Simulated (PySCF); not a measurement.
Work out the structure from these simulated measurements.

Formula: CH7FPSi; charge +1.

| Property | Result |
| --- | --- |
| Valence photoelectron | vertical ionisation energy: 16.29 eV [ΔSCF CAM-B3LYP/def2-SVPD] |
| NMR, other nuclei | isotropic shieldings of nuclei other than C and H, by class: 434 (1 F), 354 (1 Si), 435 (1 P) ppm [GIAO B3LYP/pcSseg-2] |
| XPS | Si2p3/2 112.6, P2p3/2 143.8, C1s 297.5, F1s 697.2, Si1s 1852.4, P1s 2157.4 eV [ΔSCF SCAN, pcX-2 on the ionised atom, pcseg-1 elsewhere, spin-free X2C, 2p3/2 from a spin–orbit splitting computed afterwards within the 2p shell] |
| 13C NMR | chemical shifts (computed TMS as zero) by class: 74.0 (1 C) ppm [GIAO B3LYP/pcSseg-2] |
| Rotational structure | rotational constants A, B, C: 5.295, 3.232, 2.130 GHz [PBE0-D3(BJ)/def2-SVP] |
| UV, strongest line | among the 10 lowest singlet transitions: S10 at 9.03 eV (137 nm, f = 0.057) [TDDFT CAM-B3LYP/def2-SVPD] |
| Polarisability | 60.2 au [CAM-B3LYP/def2-SVPD] |
| 1H NMR | chemical shifts (computed TMS as zero) by class: 5.43 (2 H), 5.25 (2 H), 5.24 (3 H) ppm [GIAO B3LYP/pcSseg-2] |

Gas-phase values; electronic properties from PySCF, density fitting. Levels stand in brackets. One conformer (not necessarily the lowest) at the PBE0-D3(BJ)/def2-SVP geometry, without solvent, vibrations or thermal averaging. NMR values are class means; diastereotopic atoms form classes of their own.

Question: Propose a structure and show how it fits.

Answer: Numbering: `[F:1][CH2:2][SiH2:3][PH3+:4]`. The one carbon: sp3 C–F carbon [C2] (74.0 ppm). Hydrogen classes from least to most shielded: 2 H on an SiH2 silicon, Si3 (5.43 ppm), 2 H on an sp3 C–F carbon, C2 (5.25 ppm), 3 H on a phosphorus bonded to Si and 3 H, P4 (5.24 ppm). The other shieldings belong to: 434 ppm, alkyl fluorine [F1]; 354 ppm, SiH2 silicon [Si3]; 435 ppm, phosphorus bonded to Si and 3 H [P4]. The core levels belong to: Si2p3/2 112.6 eV, SiH2 silicon [Si3]; P2p3/2 143.8 eV, phosphorus bonded to Si and 3 H [P4]; C1s 297.5 eV, sp3 C–F carbon [C2]; F1s 697.2 eV, alkyl fluorine [F1]; Si1s 1852.4 eV, SiH2 silicon [Si3]; P1s 2157.4 eV, phosphorus bonded to Si and 3 H [P4]. The first electron is taken from the HOMO, whose largest Löwdin shares are 0.30 on the alkyl fluorine, 0.30 on the sp3 C–F carbon and 0.21 on the SiH2 silicon. The optimised geometry has point group Cs and is an asymmetric top. Structure: `FC[SiH2][PH3+]`. The assignments are read from this structure; whether some other isomer fits the data as well wasn't checked.

Shape of the structure used: `[F:1][CH2:2][SiH2:3][PH3+:4]`: F1–C2–Si3–P4 0°.
